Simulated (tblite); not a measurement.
C5H12O3Si.
Cartesian coordinates in Å at the GFN2-xTB level; atoms count from 1:
```xyz
21
C5H12O3Si angstrom
C     -1.942   -1.864   -0.445
C     -1.987   -0.377   -0.781
C     -0.945    0.419   -0.006
Si    -1.015    2.313   -0.290
O      0.358   -0.027   -0.450
C      1.327    0.012    0.445
O      1.235    0.405    1.576
O      2.448   -0.463   -0.111
C      3.586   -0.479    0.739
H     -2.143   -2.022    0.613
H     -2.684   -2.408   -1.023
H     -0.959   -2.268   -0.674
H     -2.971    0.030   -0.542
H     -1.809   -0.239   -1.848
H     -1.026    0.186    1.062
H     -2.307    2.780    0.215
H     -0.895    2.540   -1.731
H      0.095    2.941    0.418
H      4.380   -0.949    0.164
H      3.867    0.538    1.022
H      3.378   -1.051    1.646
```

Computed values, GFN2-xTB/tblite, gas phase, harmonic and unscaled. Errors from tens to a few hundred cm⁻¹ against measured bands are possible. Modes of hydrogen on silicon can be 10 to 20 % off. One conformer, not necessarily the lowest.

Harmonic wavenumbers (cm⁻¹): 25.2, 59.8, 67.3, 88.8, 105.2, 134.3, 157.6, 163.3, 227.2, 265.5, 297.3, 337.4, 397.5, 454.8, 544.0, 579.3, 684.1, 716.8, 746.5, 758.2, 779.9, 784.9, 810.8, 955.9, 957.4, 980.0, 1067.1, 1099.1, 1114.0, 1126.5, 1133.3, 1160.6, 1216.5, 1227.7, 1258.3, 1295.0, 1343.1, 1388.5, 1409.8, 1441.6, 1465.8, 1469.6, 1498.8, 1504.1, 1791.4, 2268.7, 2276.0, 2315.6, 2909.7, 2972.7, 2979.8, 2985.3, 2993.0, 3029.0, 3036.4, 3042.8, 3043.2.

A = 1849, B = 860.3, C = 658.7 MHz; mass 148.056 u (most abundant isotopes); point group C1, symmetry number 1.

Q: Zero-point energy?

A: Half the sum of the wavenumbers: 35471 cm⁻¹ = 424.33 kJ/mol.

Q: What is S at 273.15 K and 1 bar for an ideal gas of classical rigid rotors and harmonic oscillators?

A: Translation 169.36, rotation 124.88, vibration 160.88: S = 455.1 J/(mol K).

Q: And Cp and H(273.15 K) − H(0)?

A: Cp = 176.20 J/(mol K), of which vibrations give 142.94 (their classical limit is 57 R = 473.9); H(273.15 K) − H(0) = 30.72 kJ/mol without the zero-point energy, 21.64 from vibrations.

Q: Blend soft modes into free rotors: weight 1/[1 + (100 cm⁻¹/ν̃)⁴] for the oscillator and the rest for a rotor with moment μB/(μ + B), μ = h/(8π²ν), B = 10⁻⁴⁴ kg m². What vibrational entropy results?

A: 143.53 J/(mol K) in place of 160.88, which changes −T·S at 273.15 K by +4.74 kJ/mol.

Q: Which modes carry the vibrational entropy at 273.15 K?

A: 25.2 cm⁻¹: 25.11; 59.8 cm⁻¹: 17.95; 67.3 cm⁻¹: 16.98; 88.8 cm⁻¹: 14.71; 105.2 cm⁻¹: 13.33; 134.3 cm⁻¹: 11.36 J/(mol K); the other 51 give 61.44 together.

Hindered rotation and anharmonicity are outside this model. Other conformers, if any are populated, would add a mixing term that is left out. The structure is chiral; the term R ln 2 for an equal mix with its mirror image is left out.
